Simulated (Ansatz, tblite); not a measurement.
Removing and adding an electron: Cu2H3. Total charge 0; doublet. Geometry: PBE-D4/def2-TZVP. Ansatz, gas phase; energy differences of separate SCF runs; the oxidised species is a triplet (the singlet lies 0.70 eV higher at PBE0-D4/def2-TZVP); the reduced species is a singlet (the triplet lies 3.18 eV higher at PBE0-D4/def2-TZVPD).

| atom | x (Å) | y (Å) | z (Å) |
| --- | --- | --- | --- |
| Cu1 | 0.6445 | -0.9889 | -0.2206 |
| Cu2 | -0.8903 | 0.6975 | 0.4036 |
| H3 | 1.9504 | -0.9547 | -0.9692 |
| H4 | -0.9101 | 2.1884 | 0.1943 |
| H5 | -0.7947 | -0.9423 | 0.5919 |

The xTB rows come from tblite. Correlated methods freeze 18 core orbitals. In CCSD on the charge 0 doublet the largest single amplitude is 0.20, so its Hartree–Fock determinant may place the open shell otherwise than the density functionals do. The order of the spin states hangs on the level: the singlet lies 0.06 eV below the triplet at PBE-D4/def2-TZVP, but 0.15 eV above it at r2SCAN-D4/def2-TZVP. The singlet is doubtful at r2SCAN-D4/def2-TZVP (restricted singlet with a triplet 0.15 eV lower at the same geometry). The structure comes from a short search, and lower isomers may exist.

| level | −HOMO (eV) | vertical IE (eV) | −LUMO (eV) | vertical EA (eV) | HOMO–LUMO gap (eV) | IE − EA (eV) | remarks |
| --- | --- | --- | --- | --- | --- | --- | --- |
| GFN1-xTB | – | 14.03 | – | 8.55 | – | 5.48 | – |
| GFN2-xTB | – | 14.91 | – | 6.76 | – | 8.15 | – |
| PBE-D4/def2-TZVP | 6.62 | 9.56 | 5.80 | – | 0.82 | – | – |
| PBE-D4/def2-TZVPD | 6.65 | – | 5.82 | 2.94 | 0.83 | – | – |
| r2SCAN-D4/def2-TZVP | 6.66 | 9.49 | 5.66 | – | 0.99 | – | – |
| r2SCAN-D4/def2-TZVPD | 6.67 | – | 5.68 | 2.86 | 1.00 | – | – |
| PBE0-D4/def2-TZVP | 7.23 | 9.22 | 4.88 | – | 2.34 | – | – |
| PBE0-D4/def2-TZVPD | 7.25 | – | 4.90 | 3.05 | 2.35 | – | – |
| CCSD/def2-TZVPD | – | – | – | 3.14 | – | – | large T1 (0.093) (doublet) |
| CCSD(T)/def2-TZVPD | – | – | – | 3.35 | – | – | large T1 (0.093) (doublet) |

Run but left out: HF/def2-TZVPD, MP2/def2-TZVPD (doublet: a determinant that CCSD turns far, T1 0.093).   HOMO and LUMO are the levels of the spin that leaves or enters (xTB has no such levels and no spin-polarisation term). Other spin states of the ions may lie lower, which would lower the ionisation energy or raise the affinity. Raw xTB energy differences between charge states are shifted by several eV; the methods need an empirical correction for them.
